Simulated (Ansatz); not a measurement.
`F[SiH](F)S` + CH₃OH → `CO[SiH](F)S` + H–F at 400 K and 1 bar (ligand exchange at the Si–F bond).

Isolated molecules relaxed with PBE0-D4/def2-TZVP in Ansatz; ΔE leaves out vibrations. CBS: MP2 limit from def2 TZ/QZ plus the TZ coupled-cluster correction, frozen cores. This one scheme is used for every species. One conformer a species, not always the lowest.

| species | CCSD(T)/CBS energy (Eh) | H − E (kJ/mol) | S (J/(mol·K)) |
| --- | --- | --- | --- |
| `F[SiH](F)S` | -887.80771 | 89.7 | 339.4 |
| CH₃OH | -115.61712 | 151.2 | 252.6 |
| `CO[SiH](F)S` | -903.01589 | 203.3 | 401.3 |
| H–F | -100.39570 | 36.5 | 182.2 |

H − E and S are ideal-gas, rigid-rotor, harmonic terms from PBE0-D4/def2-TZVP, for one conformer and one mirror image of each species. 1 Eh = 2625.50 kJ/mol, R = 8.31446 J/(mol·K).

Question: By hand: ΔE, ΔH, ΔS and ΔG.

Answer: ΔE = (-903.01589) + (-100.39570) − (-887.80771) − (-115.61712) = 0.01324 Eh = 34.8 kJ/mol. Δ(H − E) = 203.3 + 36.5 − 89.7 − 151.2 = -1.1, so ΔH = 33.7 kJ/mol. ΔS = 401.3 + 182.2 − 339.4 − 252.6 = -8.5 J/(mol·K). ΔG = 33.7 − 400 × (-8.5)/1000 = 37.1 kJ/mol.

Question: By hand: the equilibrium constant, and the temperature at which ΔG would vanish if ΔH and ΔS stayed fixed.

Answer: log₁₀ K = −ΔG/(RT ln 10) = -4.8. ΔH and −TΔS have one sign here, so there is no such temperature.

The number of gas molecules stays the same, so ΔS is small and ΔH decides. A doubt of 5 kJ/mol in ΔE shifts log₁₀ K by 0.7 here. Other conformers and mirror images would add mixing entropy, several J/(mol·K) or more a flexible species. These are equilibria of isolated gas molecules and say nothing of rates. Largest T1 diagnostic: 0.012 (customary marks: 0.02 for closed shells, 0.045 for open ones).

ΔS is within the doubt of such terms, so its sign, and with it that verdict, could turn.
